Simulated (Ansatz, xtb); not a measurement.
# C4H7ClSSi: 5 structures ranked

5 gas-phase structures of C4H7ClSSi, from a drawn sample of its isomers (lower ones may exist). Each was relaxed with GFN2-xTB; where two conformers were screened, the lower at r2SCAN-D4/def2-SVP is listed:

A. `CSCC#C[SiH2]Cl`, a singlet
B. `C#C[C@H](C)S[SiH2]Cl`, a singlet
C. `C[Si](C)(Cl)C=C=S`, a singlet
D. `S=C1C[SiH2][C@H](Cl)C1`, a singlet
E. `Cl[SiH2]SCC1C=C1`, a singlet

Task: Which do you expect lowest at r2SCAN-D4/def2-SVP, and how would the others follow?

Result: Calculated order at r2SCAN-D4/def2-SVP: C (0.0), B (37.3), D (42.2), A (44.3), E (50.2) kcal/mol.

Energies above the lowest of each column, in kcal/mol; the last columns are at PBE0-D3(BJ)/def2-SVP geometries and were run for some of them only (a dash: not run or not comparable):

| structure | GFN2-xTB | HF/STO-3G | r2SCAN-D4/def2-SVP | PBE0-D3(BJ)/def2-SVP | CCSD(T)/def2-SVP + ΔMP2/def2-TZVPP |
| --- | --- | --- | --- | --- | --- |
| C | 11.3 | 0.0 | 0.0 | 0.0 | 0.0 |
| B | 0.0 | 27.7 | 37.3 | 33.0 | 29.9 |
| D | 14.8 | 24.0 | 42.2 | 37.4 | 42.5 |
| A | 14.3 | 22.2 | 44.3 | – | – |
| E | 17.7 | 52.6 | 50.2 | – | – |

CCSD(T)/def2-SVP + ΔMP2/def2-TZVPP puts C lowest of those it was run on; GFN2-xTB picks B. Some further structures that were screened fall inside this span and aren't listed. Flexible structures stand in one conformer each, not always the lowest. Frequencies (GFN2-xTB) were run for B, C, D alone. The ΔMP2 step shifts differences by up to 5.7 kcal/mol, which makes them less sure. ΔMP2 is the change of the MP2 energy from the smaller to the larger basis.

Over these structures GFN2-xTB departs from r2SCAN-D4/def2-SVP by 13.8 kcal/mol on average once a common shift is removed. A GFN2-xTB relaxation took about 0.17 s and the r2SCAN-D4/def2-SVP energy about 2.4 s on a shared host (Ansatz 0.2.0, xtb 6.7.1).
